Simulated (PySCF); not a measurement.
C2H5BO5Si, SMILES OB(O)C#C[Si](O)(O)O (PBE0/def2-SVP optimised geometry):

```
14

Si    -1.046    -2.578     0.024
O     -0.737    -3.430    -1.346
O     -0.599    -3.465     1.333
O     -2.659    -2.274     0.104
C     -0.099    -1.000     0.005
C      0.536     0.048     0.002
B      1.341     1.375     0.000
O      0.717     2.578     0.000
O      2.697     1.375     0.000
H      0.181    -3.641    -1.539
H     -0.692    -3.055     2.198
H     -3.064    -1.833    -0.647
H     -0.240     2.495     0.002
H      3.064     0.487     0.003
```

Calculation: PBE0/def2-TZVP (PySCF).

**Question.** What are the frontier orbital energies and the dipole moment?

**Answer.** HOMO-2 -9.60 eV, HOMO-1 -8.52 eV, HOMO -8.42 eV, LUMO -1.17 eV, LUMO+1 -0.39 eV; dipole moment 0.53 D.

Meta-Löwdin charges at PBE0/def2-TZVP: Si1 1.49, O2 -0.75, O3 -0.75, O4 -0.75, C5 -0.34, C6 -0.14, B7 0.43, O8 -0.50, O9 -0.50, H10 0.36, H11 0.36, H12 0.36, H13 0.36, H14 0.36.
